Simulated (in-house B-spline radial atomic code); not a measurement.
# Ionising Zn³⁺ with different functionals

Computed with a B-spline radial code for spherical atoms: four-component Dirac-Coulomb Hamiltonian, Fermi nucleus of rms radius 3.9283 fm, spin-restricted, spherical fractional occupations for the functionals, and exact exchange of hybrids averaged over the configuration. The ionisation energy is the difference of two self-consistent energies, [Ar] 3d9 → [Ar] 3d8, without Breit or QED terms; ε is the level of the shell that loses the electron (mean over j). The electron is taken from both j subshells in proportion to 2j + 1, so the result is a j average, not the step between ground levels.

```tsv
method	rung	ΔSCF (eV)	-ε(3d) (eV)
BHandHLYP	global hybrid	?	?
CAM-B3LYP	range-separated hybrid	?	?
wB97X	range-separated hybrid	61.22	56.15
LC-wPBE	range-separated hybrid	61.73	56.25
```

Q: What does BHandHLYP give?

A: ΔSCF 61.01 eV, and -ε(3d) = 57.30 eV.

Q: What does CAM-B3LYP give?

A: ΔSCF 61.63 eV, and -ε(3d) = 55.54 eV.

Q: Among the functionals, which spreads more, the ΔSCF values or the orbital energies?

A: The orbital energies: ΔSCF values span about 0.72 eV and the orbital energies 1.76 eV.

Q: How do they compare with the NIST value?

A: NIST lists 59.57 eV ± 0.019 (measured, ground level to ground level). Errors run from +1.43 to +2.16 eV. The correlated functionals all miss on the same side by more than they spread, so the cause is common to them (Breit-QED terms, spin polarisation, the choice among j levels, multiplet and fine-structure energies, or a listed next ion that isn't the cheapest removal here) and closeness doesn't rank the functionals.
